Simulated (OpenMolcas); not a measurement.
# CSeO (carbonyl selenide): a scaling law for PBE0

CSeO has 3 atoms, charge 0, and is taken as a singlet. SMILES: `O=C=[Se]`. The shape is that of a PBE0-D4/def2-TZVP optimisation.

PBE0, energy, OpenMolcas 26.06, on 1 thread of Arm Neoverse V2, shared host. N is the number of basis functions, t the processor time.

| basis | N | t (s) | ln N | ln t |
| --- | --- | --- | --- | --- |
| def2-SVP | 60 | 3.1 | 4.094 | 1.131 |
| def2-SVPD | 84 | 6.4 | 4.431 | 1.856 |
| def2-TZVP | 110 | 13 | 4.700 | 2.565 |
| def2-TZVPD | 134 | ? | 4.898 | ? |

**Question.** Fit t = C·Nᵖ to the known rows and estimate the time in def2-TZVPD.

**Answer.** 
1. Means of the 3 rows: ln N = 4.40833, ln t = 1.8507.
2. Σ(Δln N)² = 0.18439, Σ(Δln N·Δln t) = 0.43468, so the slope is 0.43468/0.18439 = 2.3574.
3. Intercept: 1.8507 − (2.3574) × 4.40833 = -8.5415. The largest residual of the fit is 0.048.
4. ln t = -8.5415 + 2.3574 × 4.898, so t ≈ 20 s.

The run took 25 s, so the estimate is too short by a factor of about 1.2. The fitted power is 2.4, with the electron count fixed.
